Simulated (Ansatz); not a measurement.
Consider the redistribution: `N[SiH](O)BO` + `[SH][SbH2]` → `O[BH][SbH2]` + `N[SiH](O)S`.

Calculated with Ansatz (gas phase, PBE0-D4/def2-TZVP geometries, no zero-point term in ΔE). CBS: MP2 limit from def2 TZ/QZ plus the TZ coupled-cluster correction, frozen cores. Functionals use def2-TZVPP. Elements past krypton have def2 core potentials. For Sb outer-core shells are correlated without core-valence functions, which leaves a few kJ/mol of doubt a bond. One conformer a species, not always the lowest.

| level | ΔE (kJ/mol) | difference from CCSD(T)/CBS |
| --- | --- | --- |
| PBE-D4 | -54.4 | 6.0 |
| r2SCAN-D4 | -63.1 | -2.7 |
| PBE0-D4 | -59.2 | 1.2 |
| ωB97M-V | -62.1 | -1.7 |
| B2PLYP | -57.3 | 3.1 |
| PBE | -53.2 | 7.2 |
| PBE0 | -58.2 | 2.2 |
| HF/def2-TZVPP | -56.2 | 4.2 |
| MP2/def2-TZVPP | -69.8 | -9.4 |
| SCS-MP2/def2-TZVPP | -62.5 | -2.1 |
| CCSD/def2-TZVPP | -61.9 | -1.5 |
| HF/def2-QZVPP | -54.9 | 5.5 |
| MP2/def2-QZVPP | -68.0 | -7.6 |
| SCS-MP2/def2-QZVPP | -61.0 | -0.6 |
| HF/CBS(def2) | -54.7 | 5.7 |
| MP2/CBS(def2) | -67.4 | -7.0 |
| CCSD(T)/CBS | -60.4 | 0 |

Largest T1 diagnostic among the species: 0.015.

In def2-TZVPP, CCSD(T) changes the Hartree–Fock value by −6.6 kJ/mol (the triples alone add −0.9 kJ/mol) and MP2 by −13.6 kJ/mol. From PBE to PBE0 (25 % exact exchange), in def2-TZVPP and without D4, ΔE moves by −5.0 kJ/mol.
